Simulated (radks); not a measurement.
Spin polarisation of the 6s1 shell in Au. Start: [Xe] 4f14 5d10 6s(up 0.5, down 0.5); electrons of 6s are moved from spin down to spin up, other shells keep equal spins. Method: scalar-relativistic Kohn-Sham, PBE, spin-polarised, spherical densities, point nucleus; computed with a radial shooting solver on a logarithmic mesh with Libxc functionals.

moment (Bohr magnetons)	E - E(0) (eV)	e(6s up) (eV)	e(6s down) (eV)	5d down minus up (eV)	5p down minus up (eV)	4f down minus up (eV)
0	0.000	-5.762	-5.762	0.000	0.000	0.000
0.25	-0.011	-5.849	-5.671	0.072	0.006	0.004
0.5	-0.044	-5.931	-5.576	0.144	0.011	0.007
0.75	-0.100	-6.009	-5.475	0.215	0.017	0.011
1	-0.178	-6.082	-5.368	0.287	0.022	0.015

At moment 1 the spin-polarisation energy is -0.178 eV and the 6s exchange splitting 0.714 eV, that is 0.714 eV per Bohr magneton; E = -I m^2/4 would give I = 0.711 eV.
